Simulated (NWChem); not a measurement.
Molecule: PbHCl, singlet; SMILES [PbH][Cl]

```xyz
3

Pb     0.0397     0.4352     0.0000
H     -1.8151     0.6053     0.0000
Cl    -0.0123    -2.0542     0.0000
```
Atoms are numbered in this order, from 1.

Level: PBE0/def2-SVP with def2 effective core potentials on Pb (NWChem), optimised geometry, unscaled harmonic frequencies. Low-valent species are run as closed-shell singlets; no triplet was tried in these runs. def2 effective core potentials on Pb; no spin-orbit coupling.

Q: List the harmonic frequencies with IR intensities, and the thermochemistry.

A: 
| frequency (cm⁻¹) | IR intensity (km/mol) |
|---|---|
| 324 | 46.4 |
| 536 | 30.8 |
| 1603 | 548.6 |

```json
{
 "zero_point_energy": "3.5 kcal/mol",
 "thermal correction to the enthalpy at 298.15 K (with zero-point energy)": "6.3 kcal/mol",
 "heat capacity Cv": "8.8 cal/(mol K)",
 "entropy at 298.15 K and 1 atm (symmetry number 1)": "67.5 cal/(mol K)"
}
```

Rigid rotor and harmonic oscillator.
